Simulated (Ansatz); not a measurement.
Reaction (ligand exchange at the Al–O bond): `C[O][AlH][F]` + H₂Se → `[F][AlH][SeH]` + CH₃OH

Program: Ansatz. Geometries: PBE0-D4/def2-TZVP. ΔE: electronic, gas phase. CCSD(T)/CBS is the MP2 limit (def2-TZVPP, def2-QZVPP) plus CCSD(T) − MP2 in def2-TZVPP, frozen cores. This one scheme is used for every species. Functionals use def2-TZVPP. B3LYP here is the variant with VWN-RPA as its local correlation; programs differ in this. HSE06 is defined as in plane-wave codes. For Se outer-core shells are correlated without core-valence functions, which leaves a few kJ/mol of doubt a bond. Scalar relativity is left out up to krypton. One conformer a species, not always the lowest.

`C[O][AlH][F]`:

```xyz
8

C    -1.004    0.573    0.573
O    -0.388   -0.219   -0.401
Al    1.147   -0.751   -0.791
F     2.432   -0.309    0.143
H    -1.754   -0.014    1.111
H    -0.289    0.968    1.303
H    -1.512    1.419    0.099
H     1.368   -1.667   -2.037
```

H₂Se:

Cartesian coordinates in Å:
```
Se 0.091 0.139 0.664
H -0.127 0.956 -0.535
H 0.035 -1.094 -0.129
```

`[F][AlH][SeH]`:

```xyz
5

F     0.392    1.305   -1.703
Al   -0.214    0.395   -0.472
Se    1.334   -0.756    0.784
H    -1.764    0.358   -0.224
H     0.251   -1.302    1.616
```

CH₃OH:

Cartesian coordinates in Å:
```
C 0.341 0.091 -0.047
O -0.743 -0.709 0.366
H 1.253 -0.440 0.229
H 0.353 1.069 0.450
H 0.355 0.249 -1.133
H -1.558 -0.260 0.135
```

```json
{"level": "LDA (SPW92)", "ΔE (kcal/mol)": "4.0", "difference from CCSD(T)/CBS": "0.4"}
{"level": "PBE-D4", "ΔE (kcal/mol)": "2.7", "difference from CCSD(T)/CBS": "-0.9"}
{"level": "revPBE-D4", "ΔE (kcal/mol)": "2.7", "difference from CCSD(T)/CBS": "-0.9"}
{"level": "BLYP-D4", "ΔE (kcal/mol)": "6.3", "difference from CCSD(T)/CBS": "2.7"}
{"level": "r2SCAN-D4", "ΔE (kcal/mol)": "4.1", "difference from CCSD(T)/CBS": "0.5"}
{"level": "B97M-V", "ΔE (kcal/mol)": "5.5", "difference from CCSD(T)/CBS": "1.9"}
{"level": "PBE0-D4", "ΔE (kcal/mol)": "2.3", "difference from CCSD(T)/CBS": "-1.3"}
{"level": "r2SCANh-D4", "ΔE (kcal/mol)": "3.9", "difference from CCSD(T)/CBS": "0.3"}
{"level": "r2SCAN0-D4", "ΔE (kcal/mol)": "3.6", "difference from CCSD(T)/CBS": "0.0"}
{"level": "BHLYP-D4", "ΔE (kcal/mol)": "5.4", "difference from CCSD(T)/CBS": "1.8"}
{"level": "CAM-B3LYP-D4", "ΔE (kcal/mol)": "6.9", "difference from CCSD(T)/CBS": "3.3"}
{"level": "ωB97X-V", "ΔE (kcal/mol)": "4.8", "difference from CCSD(T)/CBS": "1.2"}
{"level": "ωB97M-V", "ΔE (kcal/mol)": "4.7", "difference from CCSD(T)/CBS": "1.1"}
{"level": "PBE-QIDH", "ΔE (kcal/mol)": "3.0", "difference from CCSD(T)/CBS": "-0.6"}
{"level": "PBE", "ΔE (kcal/mol)": "2.6", "difference from CCSD(T)/CBS": "-1.0"}
{"level": "BLYP", "ΔE (kcal/mol)": "6.1", "difference from CCSD(T)/CBS": "2.5"}
{"level": "r2SCAN", "ΔE (kcal/mol)": "4.1", "difference from CCSD(T)/CBS": "0.5"}
{"level": "PBE0", "ΔE (kcal/mol)": "2.3", "difference from CCSD(T)/CBS": "-1.3"}
{"level": "B3LYP", "ΔE (kcal/mol)": "5.7", "difference from CCSD(T)/CBS": "2.1"}
{"level": "r2SCANh", "ΔE (kcal/mol)": "3.9", "difference from CCSD(T)/CBS": "0.3"}
{"level": "r2SCAN0", "ΔE (kcal/mol)": "3.5", "difference from CCSD(T)/CBS": "-0.1"}
{"level": "HSE06", "ΔE (kcal/mol)": "2.1", "difference from CCSD(T)/CBS": "-1.5"}
{"level": "BHLYP", "ΔE (kcal/mol)": "5.7", "difference from CCSD(T)/CBS": "2.1"}
{"level": "CAM-B3LYP", "ΔE (kcal/mol)": "6.8", "difference from CCSD(T)/CBS": "3.2"}
{"level": "LC-ωPBE", "ΔE (kcal/mol)": "4.2", "difference from CCSD(T)/CBS": "0.6"}
{"level": "RPA@PBE/def2-TZVPP", "ΔE (kcal/mol)": "5.4", "difference from CCSD(T)/CBS": "1.8"}
{"level": "HF/def2-SVP", "ΔE (kcal/mol)": "6.1", "difference from CCSD(T)/CBS": "2.5"}
{"level": "MP2/def2-SVP", "ΔE (kcal/mol)": "6.4", "difference from CCSD(T)/CBS": "2.8"}
{"level": "CCSD/def2-SVP", "ΔE (kcal/mol)": "6.8", "difference from CCSD(T)/CBS": "3.2"}
{"level": "CCSD(T)/def2-SVP", "ΔE (kcal/mol)": "6.6", "difference from CCSD(T)/CBS": "3.0"}
{"level": "MP2/def2-TZVPP", "ΔE (kcal/mol)": "4.6", "difference from CCSD(T)/CBS": "1.0"}
{"level": "SCS-MP2/def2-TZVPP", "ΔE (kcal/mol)": "5.5", "difference from CCSD(T)/CBS": "1.9"}
{"level": "CCSD/def2-TZVPP", "ΔE (kcal/mol)": "5.1", "difference from CCSD(T)/CBS": "1.5"}
{"level": "CCSD(T)/def2-TZVPP", "ΔE (kcal/mol)": "4.8", "difference from CCSD(T)/CBS": "1.2"}
{"level": "HF/def2-QZVPP", "ΔE (kcal/mol)": "5.7", "difference from CCSD(T)/CBS": "2.1"}
{"level": "MP2/def2-QZVPP", "ΔE (kcal/mol)": "4.0", "difference from CCSD(T)/CBS": "0.4"}
{"level": "SCS-MP2/def2-QZVPP", "ΔE (kcal/mol)": "5.0", "difference from CCSD(T)/CBS": "1.4"}
{"level": "HF/CBS(def2)", "ΔE (kcal/mol)": "5.8", "difference from CCSD(T)/CBS": "2.2"}
{"level": "MP2/CBS(def2)", "ΔE (kcal/mol)": "3.4", "difference from CCSD(T)/CBS": "-0.2"}
{"level": "CCSD/CBS(def2)", "ΔE (kcal/mol)": "3.9", "difference from CCSD(T)/CBS": "0.3"}
{"level": "CCSD(T)/CBS", "ΔE (kcal/mol)": "3.6", "difference from CCSD(T)/CBS": "0"}
```

Q: What do rigid-rotor, harmonic-oscillator terms from PBE0-D4/def2-TZVP frequencies (298.15 K, 1 bar) make of the CCSD(T)/CBS value? (An estimate is asked.)

A: Ansatz gave: ΔZPE = +2.4 kcal/mol, ΔH = +5.7 kcal/mol, ΔS = 1 J/(mol·K), ΔG = +5.6 kcal/mol.

Largest T1 diagnostic among the species: 0.013.

Leaving LDA and LC-ωPBE aside and taking each functional with its dispersion term where it has one, the values, not all of them listed here, spread over 4.7 kcal/mol, from HSE06-D4 to CAM-B3LYP-D4. LDA lies +1.4 kcal/mol from PBE without D4. At CCSD(T), def2-SVP lies +3.0 kcal/mol from the extrapolated value and def2-TZVPP +1.2 kcal/mol.
